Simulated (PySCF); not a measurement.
**S (sulfur, neutral) across methods**

[Ne] 3s1 3p5, high-spin 3P determinant (an excited configuration). All numbers are calculated (PySCF 2.14, the spin-free X2C one-electron Hamiltonian (Gaussian nucleus), in aug-cc-pVDZ-DK (5s4p2d, 27 functions)).

```csv
method,E (hartree),mean ε 3s α (eV),mean ε 3p α (eV),mean ε 3p β (eV),Σ⟨r²⟩ (bohr²),⟨S²⟩
B97-3,-398.7622,-21.587,-9.840,-7.593,30.28,2.009
r2SCAN,-398.7893,-20.118,-8.912,-6.654,30.26,2.013
LDA,-397.4234,-18.903,-8.392,-6.646,30.38,2.005
PBE0,-398.6717,-21.521,-9.860,-7.508,30.26,2.008
MN15,-398.8482,-21.173,-10.211,-8.308,30.04,2.004
PBE,-398.6537,-18.941,-8.351,-6.575,30.30,2.005
UHF,-398.15281,-28.738,-13.851,-9.049,31.18,2.040
HSE06,-398.6899,-21.094,-9.444,-7.115,30.25,2.008
BLYP,-398.8329,-18.718,-8.119,-6.483,30.46,2.006
```
